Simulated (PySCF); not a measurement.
Species: C9H14O.
Bonds: C1–O2, O2–C3, C3–C4 (double), C4–C5 (double), C5–C6, C6–C7, C7–C8, C8–C9, C9–C10, C3–C10. Hydrogens: H11, H12, H13 on C1; H14 on C5; H15, H16 on C6; H17, H18 on C7; H19, H20 on C8; H21, H22 on C9; H23, H24 on C10.

Computed by this run: PySCF, PBE0-D3(BJ)/def2-SVP geometry optimisation, gas phase; density fitting, grid level 2; the optimiser is geomeTRIC in internal coordinates, started from a GFN2-xTB structure.

At the end of the run (lengths in Å): O2–C3 1.351, C5–H14 1.098, C4=C5 1.315, C3=C4 1.325, C8–H20 1.105, C7–H17 1.103, C6–H15 1.106, C5–C6–C7 114.2°, C7–C8–C9 117.4°, C6–C7–C8 115.4°, C3–C4–C5 154.2°, C1–O2–C3–C4 -4°, O2–C3–C4–C5 119°, C3–C4–C5–C6 -21°, H11–C1–O2–C3 177°, H23–C10–C3–O2 144°.

Task: These geometries were met on the way; a selection of coordinates is given. Order them by energy above the end point, lowest first.
A. O2–C3 1.352, C5–H14 1.098, C4=C5 1.315, C3=C4 1.324, C8–H20 1.104, C7–H17 1.103, C6–H15 1.105, C5–C6–C7 114.0°, C7–C8–C9 117.3°, C6–C7–C8 115.4°, C3–C4–C5 154.3°, C1–O2–C3–C4 -3°, O2–C3–C4–C5 118°, C3–C4–C5–C6 -18°, H11–C1–O2–C3 172°, H23–C10–C3–O2 143°
B. O2–C3 1.370, C5–H14 1.081, C4=C5 1.300, C3=C4 1.309, C8–H20 1.091, C7–H17 1.090, C6–H15 1.094, C5–C6–C7 111.8°, C7–C8–C9 115.3°, C6–C7–C8 113.4°, C3–C4–C5 156.2°, C1–O2–C3–C4 -7°, O2–C3–C4–C5 126°, C3–C4–C5–C6 -25°, H11–C1–O2–C3 178°, H23–C10–C3–O2 136°
C. O2–C3 1.350, C5–H14 1.100, C4=C5 1.315, C3=C4 1.325, C8–H20 1.106, C7–H17 1.105, C6–H15 1.107, C5–C6–C7 114.1°, C7–C8–C9 116.9°, C6–C7–C8 115.2°, C3–C4–C5 154.6°, C1–O2–C3–C4 1°, O2–C3–C4–C5 113°, C3–C4–C5–C6 -19°, H11–C1–O2–C3 169°, H23–C10–C3–O2 147°

Result: A (0.005 eV), C (0.017 eV), B (0.101 eV).

```json
{"step": "3", "E above end (eV)": "0.005", "rms distance from the end, all atoms (Å)": "0.041", "largest force (eV/Å)": "0.116", "rms shift of all bonds from the end (Å)": "0.001"}
{"step": "1", "E above end (eV)": "0.017", "rms distance from the end, all atoms (Å)": "0.053", "largest force (eV/Å)": "0.419", "rms shift of all bonds from the end (Å)": "0.001"}
{"step": "0", "E above end (eV)": "0.101", "rms distance from the end, all atoms (Å)": "0.105", "largest force (eV/Å)": "1.471", "rms shift of all bonds from the end (Å)": "0.011"}
```

Rows stand in the order of the answer.
